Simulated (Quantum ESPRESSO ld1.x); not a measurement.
Species: Tl+. Configuration: [Xe] 4f14 5d9.5 6s2 6d0.5 (fractional occupations, a model configuration). Method: Dirac Kohn-Sham, LDA (Slater exchange, VWN5 correlation), spin-unpolarised, spherical densities, point nucleus; open shells are shared between the two j in proportion to 2j + 1; computed with ld1.x of Quantum ESPRESSO 7.5.

X-ray form factor f0, the Fourier transform of the density (f0(0) = 80):

sin(theta)/lambda (1/angstrom)  f0 (electrons)
0.05                                    78.846
0.1                                     76.177
0.15                                    72.695
0.2                                     68.776
0.25                                    64.782
0.3                                     60.943
0.4                                     54.064
0.5                                     48.290
0.6                                     43.448
0.8                                     35.720
1                                       29.657
1.25                                    23.804
1.5                                     19.689
2                                       15.143
